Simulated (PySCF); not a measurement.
Computed with PBE-D3(BJ)/def2-TZVP // B3LYP-D3(BJ)/def2-TZVP run with PySCF 2.14.0. Isolated molecules, 0 K electronic values unless said otherwise. 

Reference species (SMILES): `B` (neutral, multiplicity 1).

The HOMO comes out as -8.48 eV and the LUMO is -3.04 eV.

Changed species: `[SiH3]B[SiH3]` (2 of 3 H replaced by SiH3; the reference has 0 of 3 H replaced by SiH3).

Predict the effect on the HOMO and LUMO.

the HOMO increases by 1.63 eV, to -6.85 eV; the LUMO drops by 0.79 eV, to -3.83 eV.
